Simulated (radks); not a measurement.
Results of a calculation; reference values are marked as such.
Q: The mean radii <r> (bohr) of the occupied orbitals of an atom or ion are listed with their occupations. Level of theory: scalar-relativistic Kohn-Sham, PBE, spin-unpolarised, spherical densities, finite nucleus; Fermi nuclear charge, rms radius of each element as measured or else 0.836 A^(1/3) + 0.57 fm (a radial shooting solver on a logarithmic mesh with Libxc functionals).

| orbital | occ. | <r> |
|---|---|---|
| 1s | 2 | 0.02410 |
| 2s | 2 | 0.1031 |
| 2p | 6 | 0.09055 |
| 3s | 2 | 0.2723 |
| 3p | 6 | 0.2704 |
| 3d | 10 | 0.2475 |
| 4s | 2 | 0.6226 |
| 4p | 6 | 0.6595 |
| 4d | 10 | 0.7275 |
| 5s | 2 | 1.505 |
| 5p | 6 | 1.751 |
| 4f | 3 | 1.146 |

Name the element and its charge.

A: Z = 59, praseodymium, charge +2: Pr2+ in [Xe] 4f3. The 1s radius gives Z: for a bare nucleus <r> = (2 gamma + 1)/(2Z) with gamma = sqrt(1 - (Z/c)^2), 0.02377 bohr for Z = 59, and screening makes it slightly larger (0.02410 here). The occupations add up to 57, and the charge is Z minus that.
